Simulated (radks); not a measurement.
Values are calculated unless marked as measured or tabulated.
Problem. Neutral tungsten is in [Xe] 4f14 5d5 6s1. Level of theory: non-relativistic Kohn-Sham, PBE, spin-polarised, spherical densities, point nucleus (a radial shooting solver on a logarithmic mesh with Libxc functionals). Open shells are filled with parallel spins first. One electron is removed from 5p, 6s, 4f, 5d in turn, with full relaxation. Which removal costs least, and what does each cost?

Solution. 6s 7.256 eV; 5d 9.107 eV; 5p 41.150 eV; 4f 47.550 eV. The 6s electron leaves first.
